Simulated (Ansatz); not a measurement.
CH$_{3}$BO$_{3}$S, SMILES `O=COB(O)S`, 9 atoms. Charge 0, multiplicity 1. All runs use 4 threads of an Arm Neoverse V1 on a shared host. Correlated methods freeze the cores.

Question: How many basis functions does each run have, and how long does it take in Ansatz? RKS r2SCANh-D4/def2-TZVPP energy; RHF-CCSD(T)/def2-SVP energy; RKS PBE0-D4/def2-QZVPP energy; RHF-CCSD(T)/def2-TZVPP energy; RKS PBE0-D4/def2-TZVP relaxation (8 steps); RKS ωB97M-V/def2-SVP energy; RKS BHLYP-D4/def2-TZVPP energy; RKS ωB97M-V/def2-QZVPP energy; RKS PBE0-D4/def2-SVP energy; direct RPA on PBE orbitals/def2-TZVPP energy; RKS B2PLYP (frozen core)/def2-TZVPP energy; RHF-MP2/def2-QZVPP energy. (An estimate is asked.)

Answer: The calculation gave: Other jobs shared the machine, so times are rough.

```json
{"level": "RKS PBE0-D4/def2-SVP", "job": "energy", "functions": "103", "wall time": "0.9 s", "peak host memory (GiB)": "0.44"}
{"level": "RKS BHLYP-D4/def2-TZVPP", "job": "energy", "functions": "239", "wall time": "2.9 s", "peak host memory (GiB)": "0.6"}
{"level": "RKS ωB97M-V/def2-SVP", "job": "energy", "functions": "103", "wall time": "3.7 s", "peak host memory (GiB)": "0.44"}
{"level": "RKS r2SCANh-D4/def2-TZVPP", "job": "energy", "functions": "239", "wall time": "4.8 s", "peak host memory (GiB)": "0.59"}
{"level": "RKS B2PLYP (frozen core)/def2-TZVPP", "job": "energy", "functions": "239", "wall time": "5 s", "peak host memory (GiB)": "0.62"}
{"level": "RHF-CCSD(T)/def2-SVP", "job": "energy", "functions": "103", "wall time": "5.5 s", "peak host memory (GiB)": "0.48"}
{"level": "direct RPA on PBE orbitals/def2-TZVPP", "job": "energy", "functions": "239", "wall time": "5.5 s", "peak host memory (GiB)": "0.55"}
{"level": "RKS PBE0-D4/def2-QZVPP", "job": "energy", "functions": "445", "wall time": "7.5 s", "peak host memory (GiB)": "1.5"}
{"level": "RKS ωB97M-V/def2-QZVPP", "job": "energy", "functions": "445", "wall time": "18 s", "peak host memory (GiB)": "1.8"}
{"level": "RHF-MP2/def2-QZVPP", "job": "energy", "functions": "445", "wall time": "19 s", "peak host memory (GiB)": "2.5"}
{"level": "RKS PBE0-D4/def2-TZVP", "job": "relaxation (8 steps)", "functions": "210", "wall time": "30 s", "peak host memory (GiB)": "0.55"}
{"level": "RHF-CCSD(T)/def2-TZVPP", "job": "energy", "functions": "239", "wall time": "2.7 min", "peak host memory (GiB)": "4.8"}
```
